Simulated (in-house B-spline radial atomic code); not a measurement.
Ge²⁵⁺. Computed with a B-spline radial atomic code. Model: all-electron spherical atom, spin shells full or empty, radial basis limit, no spin-orbit coupling: exact exchange with a local potential (Slater, KLI or optimised effective potential, whose far tail is KLI's), no correlation.

Exchange potential has not reached -1/r at the last radius.

The run also made RPA and GW results, which its time includes.

The Slater potential averages the orbital exchange potentials with the orbital densities as weights, KLI adds orbital constants, and the optimised effective potential minimises the exact-exchange energy among local potentials. So their energies lie above Hartree-Fock in the order OEP, KLI, Slater. All fall off as −1/r, unlike LDA and GGA exchange.

Command:
```bash
python run_gw.py task.json out
```
Settings (lengths in bohr, energies in hartree):
```
Z                      32
electrons              7
configuration          [He] 2s2 2p3
hamiltonian            nr
method                 slater
lmax                   9
spin_polarised         True
box_radius             3.47
intervals              63
```

Time taken, with all properties: 1.4 s on 1 thread of Arm Neoverse V1 (shared host).

Given: hamiltonian non-relativistic; mean-field start Slater potential.

Computed: energy above Hartree-Fock 25.21 millihartree; virial ratio -E/T less 1 -0.005574.

```csv
radius (bohr),r times exchange potential up (hartree bohr),r times exchange potential down (hartree bohr)
0.00156,-0.051311,-0.051304
0.00184,-0.060482,-0.060473
0.00217,-0.071271,-0.07126
0.00256,-0.083981,-0.083967
0.00301,-0.098588,-0.098569
0.00355,-0.11603,-0.116
0.00418,-0.13623,-0.13619
0.00493,-0.16004,-0.16
0.00581,-0.18763,-0.18757
0.00685,-0.21968,-0.21958
0.00807,-0.25642,-0.25628
0.00951,-0.29852,-0.29832
0.0112,-0.34602,-0.34573
0.0132,-0.39944,-0.39903
0.0156,-0.45941,-0.45885
0.0183,?,?
0.0216,-0.58935,-0.5886
0.0255,-0.65895,-0.65855
0.03,-0.72572,-0.7266
0.0353,-0.78733,-0.79157
0.0416,?,?
0.0491,-0.87536,-0.90123
0.0578,-0.89161,-0.93616
0.0681,-0.89497,-0.94556
0.0803,-0.90842,-0.90503
0.0946,-0.95856,-0.80207
0.112,-1.053,-0.71343
0.131,-1.1619,-0.72037
0.155,-1.2755,-0.78478
0.182,-1.3597,-0.85506
0.215,-1.4081,-0.91608
0.253,-1.414,-0.95762
0.299,-1.3861,-0.9825
0.352,-1.34,-0.99406
0.415,-1.2884,-0.99845
0.489,-1.2407,-0.9997
0.576,-1.1999,-0.99996
```

Task: What belongs in the row 0.0183?

Result: r times exchange potential up (hartree bohr): -0.5214; r times exchange potential down (hartree bohr): -0.52069.

Task: What belongs in the row 0.0416?

Result: r times exchange potential up (hartree bohr): -0.83919; r times exchange potential down (hartree bohr): -0.85097.

| occupied | level (hartree) | Hartree-Fock level (hartree) |
| --- | --- | --- |
| 1s up | -458.42 | -460.39 |
| 1s down | -458.45 | -459.06 |
| 2s up | ? | ? |
| 2s down | -96.968 | -96.593 |
| 2p up | -95.607 | -95.044 |

Task: What belongs in the row 2s up?

Result: level (hartree): -99.19; Hartree-Fock level (hartree): -99.291.

```json
{"empty": "2p down", "level (hartree)": "-93.454"}
{"empty": "3s up", "level (hartree)": "-41.638"}
{"empty": "3s down", "level (hartree)": "-40.887"}
{"empty": "3p up", "level (hartree)": "?"}
{"empty": "3p down", "level (hartree)": "-39.757"}
{"empty": "3d up", "level (hartree)": "-39.105"}
{"empty": "3d down", "level (hartree)": "-38.011"}
{"empty": "4s up", "level (hartree)": "-22.8"}
{"empty": "4s down", "level (hartree)": "-22.486"}
{"empty": "4p up", "level (hartree)": "-22.321"}
{"empty": "4p down", "level (hartree)": "-22.015"}
{"empty": "4d up", "level (hartree)": "?"}
{"empty": "4f up", "level (hartree)": "-21.497"}
{"empty": "4d down", "level (hartree)": "-21.344"}
```

Task: What belongs in the row 3p up?

Result: level (hartree): -40.497.

Task: What belongs in the row 4d up?

Result: level (hartree): -21.771.

The highest level, 2p up, differs from Hartree-Fock by -15 eV and the deepest, 1s down, by +16.5 eV: the Slater potential lacks the response part and is deeper than the optimised one throughout, so the top level comes too deep.
